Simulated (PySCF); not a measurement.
**NMR data sheet: CH12N2O2Si3**

- Formula: CH12N2O2Si3
- SMILES: CO[Si@@](N)(O)N([SiH3])[SiH3]
- Point group of the computed structure: C1
- Degrees of unsaturation: 0
- Carbon signals: 1
- Proton signals: 4

Structure with atom numbers: `[CH3:1][O:2][Si@@:3]([NH2:4])([OH:5])[N:6]([SiH3:7])[SiH3:8]`. Hydrogens are named by the atom that carries them.

All values are calculated (PySCF 2.14): σ from GIAO-PBE0/pcSseg-1, coordinates at the GFN2-xTB level. A single conformation, one averaged value for each set of equivalent atoms, relativity neglected, isolated molecule.

References, each an isolated molecule treated in the same way: TMS for ¹H and ¹³C and ²⁹Si; ¹⁵N vs NH3; H2O for ¹⁷O.

| carbon | δC, type | δH (multiplicity) | HMBC from (2–3 bonds) | span of the C tensor (ppm) |
| --- | --- | --- | --- | --- |
| C1 | 52.4, CH3 | 4.02 (s) | – | 79 |

Other nuclei:
| atoms | nucleus | environment | δ (ppm) | σ (ppm) |
| --- | --- | --- | --- | --- |
| H(Si7)/H(Si8) | ¹H | hydrogen on a silicon bonded to N | 4.65 | 27.06 |
| H(O5) | ¹H | hydrogen on an oxygen bonded to Si | 1.80 | 29.92 |
| H(N4) | ¹H | hydrogen on a nitrogen bonded to Si | 0.53 | 31.18 |
| Si3 | ²⁹Si | silicon bonded to 2 N, 2 O | -52.3 | 401.5 |
| Si7/Si8 | ²⁹Si | silicon bonded to N, 3 H | -53.6 | 402.8 |
| N4 | ¹⁵N | nitrogen bonded to Si, 2 H | 22.1 | 245.7 |
| N6 | ¹⁵N | nitrogen bonded to 3 Si | 19.1 | 248.6 |
| O5 | ¹⁷O | oxygen bonded to Si, H | 51.4 | 284.7 |
| O2 | ¹⁷O | oxygen bonded to C, Si | 26.8 | 309.3 |

δC 52.4: methyl carbon bonded to O; the inductive effect lowers its shielding. δH 4.65: hydrogen on a silicon bonded to N. δH 4.02: hydrogen on a methyl carbon bonded to O; its carbon carries O, hence the downfield position. δH 1.80: hydrogen on an oxygen bonded to Si; exchangeable; this is the value without hydrogen bonding to other molecules. δH 0.53: hydrogen on a nitrogen bonded to Si; exchangeable, gas-phase position.

OH/NH shifts are gas-phase values; hydrogen bonding in solution moves them, usually downfield. Shifts are as computed. Against solution values, carbons near 30 ppm lie about +3 ppm off and those near 130 ppm about +5 ppm. Of 1309 compounds with measured shifts, 239 miss one by over three times the rms of a fit or turn the order of signals round; such compounds aren't used in these exercises. Experimental scales use liquid or dissolved standards, which lie at an offset from isolated NH3 (liquid NH3: subtract about 20 ppm) and H2O (liquid H2O: subtract about 36 ppm). No couplings were computed; multiplicities are counted from neighbouring protons, with m where these are inequivalent, close in shift, in a saturated or five-membered ring or joined by F or P, and br s for small geminal =CH2 splittings.
